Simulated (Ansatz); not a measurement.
The first iterations of a band of F3GeH (5 atoms, charge 0, multiplicity 1).

All numbers below come from RKS PBE0/def2-SVP (Ansatz 0.2.0).

```
movable images  : 5
climbing image  : yes
spring          : 5.0 eV/Å²
optimiser       : quadratic models (default)
start path      : straight line
force threshold : 0.05 eV/Å
iteration limit : 60
end points      : relaxed
```

Initial state:

```xyz
5
Properties=species:S:1:pos:R:3
Ge 0.235 0.000 0.257
H 0.180 0.000 1.772
F 1.842 0.000 -0.337
F -0.532 1.372 -0.424
F -0.532 -1.372 -0.424
```

Final state:

```xyz
5
Properties=species:S:1:pos:R:3
Ge -0.457 -0.764 0.764
H 1.050 0.929 0.215
F 1.640 0.221 0.449
F -0.615 0.982 0.292
F -0.424 -1.369 -0.875
```

| iteration | highest image above the first end (eV) | largest band force component (eV/Å) |
| --- | --- | --- |
| 1 | 5.421 | 13.314 |
| 2 | 3.574 | 3.998 |
| 3 | 2.761 | 2.257 |
| 4 | 2.138 | 1.265 |

Q: Does the band converge within its limit, and where does its top end?

A: It converged. It ended after 12 iterations with the highest image 2.464 eV above the first end. Neighbouring images differ by up to 1.7 eV, so the band resolves the path poorly. Another band between the same ends (5 images) ends at a top of the same energy, where a vibrational analysis finds 1 clearly imaginary mode. The orbitals stay closed-shell, which can raise the energy where a bond breaks towards radicals; this wasn't checked here.

The run took 92 s on 1 thread of Intel(R) Xeon(R) 6975P-C (Granite Rapids), with other jobs on the host, peak memory 0.18 GiB.
